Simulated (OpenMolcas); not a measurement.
**Ge: effect of correlating more closed shells**

| Item | Value |
| --- | --- |
| Program | OpenMolcas 26.06 |
| Basis | ANO-RCC-VQZP [7s6p4d2f1g] |
| Scalar Hamiltonian | DKH2, point nucleus |
| Active space | 4 electrons in 8 orbitals (4s 4p 5s 5p) |
| State averaging | 2S+1 = 3 even, 3 roots; 2S+1 = 1 even, 6 roots; 2S+1 = 5 odd, 1 root; 2S+1 = 3 odd, 5 roots |
| Spin-orbit coupling | RASSI with atomic mean-field integrals over the reference wave functions, term energies averaged over their components |

Methods on the same reference wave functions:
A. CASSCF
B. SS-CASPT2, IPEA 0.25 Eh, imaginary shift 0.1 Eh (closed shells correlated: 3d)
C. SS-CASPT2, IPEA 0.25 Eh, imaginary shift 0.1 Eh (closed shells correlated: 3s 3p 3d)

Energies in cm⁻¹ above 4s² 4p² ³P₀, the measured ground level; measured values from NIST Handbook of Basic Atomic Spectroscopic Data.

| Level | A | B | C | Measured |
| --- | --- | --- | --- | --- |
| 4s² 4p² ³P₀ | 0.0 | 0.0 | 0.0 | 0.0 |
| 4s² 4p² ³P₁ | 453 | 447 | 447 | 557 |
| 4s² 4p² ³P₂ | 1172 | 1161 | 1161 | 1410 |
| 4s² 4p² ¹D₂ | 8953 | 7890 | 7850 | 7125 |
| 4s² 4p² ¹S₀ | 15615 | 16900 | 16860 | 16367 |
| 4s 4p³ ⁵S°₂ | 32601 | 39600 | 40110 | 41927 |

Deviations, from unrounded energies. A percentage is the sum of absolute deviations over the sum of measured energies, with the sign that they share, or ± where signs differ.

```tsv
Against measurement	Levels	A	B	C
mean absolute deviation (cm-1)	5	2400	800	680
fine structure of the ground term (%)	2	-17.4	-18.3	-18.3
other terms of the ground configuration (%)	2	±11.0	+5.5	+5.2
other configurations (%)	1	-22.2	-5.6	-4.3
```

C lies closest to measurement on these levels and A furthest from it. The largest miss of C in the table is 4s 4p³ ⁵S°₂, by -1800 cm-1. The ranking rests on the paired levels alone, and a cruder setting can come out closer through cancelling errors.

Between B and C the level of the table that moves most is 4s 4p³ ⁵S°₂, by 510 cm-1 (lowest in B, highest in C). Moves below CASPT2's spread within the term are not significant.

From A to B the spin-free energies of the other terms of 4s² 4p² shown, above ³P, scale by factors of 0.87 to 1.09.

The lowest spin-free term lies below A's lowest term by 0.480 hartree in B, 0.767 hartree in C.

What an inner shell adds also hangs on whether the basis holds functions to correlate it.

Term energies are means over components that CASPT2 splits; among the terms shown or strongly mixed into the levels shown the widest spread is 59 cm-1 (4s² 4p² ¹D, C). Over all roots computed the reference weight is 0.87 to 0.95 in B, 0.86 to 0.94 in C; the roots of lowest weight are the least certain, and an intruder state may touch them. Active for correlation alone: 5p 5s; no level in the range computed is led by a configuration that fills them, so any true level of that kind is missing. Terms of s pⁿ other than that of highest spin mix with s² pⁿ⁻² d, which this space lacks; all of them can be thousands of cm-1 off, and some have no real level of that name. Without dynamic correlation excited terms often stand tens of per cent too high (terms of higher spin than the ground term too low), and those without a measured partner can miss by more than the paired ones (holds for A). Computed and measured levels are paired by configuration, term and J; levels that our copy of the source lacks, or whose pairing is in doubt (as where it misses far off the trend of its configuration), stay unpaired and out of the deviations. Levels of configurations outside the active space are missing. Levels that lie high or do not pair safely by name in every column are left out.

° marks odd parity.
